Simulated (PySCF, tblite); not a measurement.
Isomers of C6H9O2P, one GFN2-xTB conformer each. Single-point energies are computed at PBE0/pcSseg-1 (PySCF, gas phase, no added dispersion term), electronic only.

Problem. Rank them by PBE0/pcSseg-1 energy, lowest first (kJ/mol).
A. `[CH3:1][P:2]([CH3:3])(=[O:4])[c:5]1[cH:6][cH:7][o:8][cH:9]1` with C1–P2–C5–C6 -55°
B. `[CH:1]#[C:2][CH2:3][P@:4](=[O:5])([OH:6])[CH2:7][CH:8]=[CH2:9]` with C2–C3–P4–O5 -73°, C3–P4–O6–H 137°, C3–P4–C7–C8 178°, P4–C7–C8–C9 -110°
C. `[CH3:1][P:2]([CH2:3][OH:4])[c:5]1[cH:6][cH:7][cH:8][o:9]1` with C1–P2–C3–O4 49°, P2–C3–O4–H 68°, C1–P2–C5–C6 55°
D. `[CH:1]#[C:2][CH2:3][P@@:4](=[O:5])([OH:6])[C:7](=[CH2:8])[CH3:9]` with C2–C3–P4–O5 72°, C3–P4–O6–H -140°, C3–P4–C7–C8 -81°
E. `[CH3:1][C:2](=[O:3])[P@@:4]1(=[O:5])[CH:6]=[CH:7][CH2:8][CH2:9]1` with C1–C2–P4–O5 -40°, C2–P4–C6–C7 94°, C6–C7–C8–C9 17°, C7–C8–C9–P4 -23°, C2–P4–C9–C8 -86°
F. `[CH3:1][CH2:2][P@H:3](=[O:4])[c:5]1[cH:6][cH:7][cH:8][o:9]1` with C1–C2–P3–O4 55°, C2–P3–C5–C6 125°
G. `[CH:1]#[C:2][P:3]1(=[O:4])[CH2:5][CH2:6][O:7][CH2:8][CH2:9]1` with C2–P3–C5–C6 -64°, P3–C5–C6–O7 -58°, C5–C6–O7–C8 70°, C6–O7–C8–C9 -70°

Solution. A (0.0), E (33.7), F (53.2), C (119.0), D (146.2), B (149.5), G (180.4).

As drawn, the lowest has an aromatic ring, which the highest lacks; the highest has a C≡C bond, which the lowest lacks. Neighbours under 10 kJ/mol apart (C#CC[P@@](=O)(O)C(=C)C and C#CC[P@](=O)(O)CC=C) can change places with a better method, another conformer or zero-point energy. GFN2-xTB itself gives, in the same order: 0.0, 75.4, 9.1, 180.0, 141.3, 150.8, 165.5. Both levels put the same isomer lowest; measured from each level's own lowest isomer, the values differ by up to 61.0 kJ/mol (CP(CO)c1ccco1: 180.0 against 119.0).

Problem. Which frontier levels, dipoles and rotational constants go with these structures?

Solution. 
| SMILES | HOMO (eV, PBE0/pcSseg-1) | LUMO (eV) | dipole (D) | A, B, C (MHz) |
| --- | --- | --- | --- | --- |
| CP(C)(=O)c1ccoc1 | -7.08 | -0.13 | 4.22 | 2712, 947.8, 873.6 |
| CC(=O)[P@@]1(=O)C=CCC1 | -6.92 | -1.56 | 3.00 | 2097, 1247, 1071 |
| CC[P@H](=O)c1ccco1 | -7.13 | -0.59 | 3.78 | 2526, 981.1, 867.5 |
| CP(CO)c1ccco1 | -6.16 | -0.16 | 1.41 | 2396, 1098, 891.0 |
| C#CC[P@@](=O)(O)C(=C)C | -7.62 | -0.64 | 2.57 | 1646, 1289, 1020 |
| C#CC[P@](=O)(O)CC=C | -7.41 | -0.04 | 2.43 | 2196, 953.1, 810.6 |
| C#CP1(=O)CCOCC1 | -7.71 | -0.43 | 3.91 | 1922, 1241, 1113 |

Problem. What happens when harmonic zero-point energies from GFN2-xTB frequencies are added?

Solution. 
```csv
SMILES,ZPE (kJ/mol),electronic (kJ/mol),with ZPE (kJ/mol)
CP(C)(=O)c1ccoc1,358.9,0.0,0.0
CC(=O)[P@@]1(=O)C=CCC1,359.7,33.7,34.5
CC[P@H](=O)c1ccco1,360.6,53.2,55.0
CP(CO)c1ccco1,360.3,119.0,120.5
C#CC[P@@](=O)(O)C(=C)C,348.9,146.2,136.2
C#CC[P@](=O)(O)CC=C,348.6,149.5,139.2
C#CP1(=O)CCOCC1,361.1,180.4,182.7
```

The zero-point energies span 12.5 kJ/mol. The order is unchanged.

Problem. As an exercise, what shares would exp(−E/RT) give at 2000 K from these electronic energies alone (no entropy, no degeneracies)?

Solution. RT = 16.629 kJ/mol: CP(C)(=O)c1ccoc1 85.2 %, CC(=O)[P@@]1(=O)C=CCC1 11.2 %, CC[P@H](=O)c1ccco1 3.5 %, CP(CO)c1ccco1 0.1 %, C#CC[P@@](=O)(O)C(=C)C under 0.1 %, C#CC[P@](=O)(O)CC=C under 0.1 %, C#CP1(=O)CCOCC1 under 0.1 %.
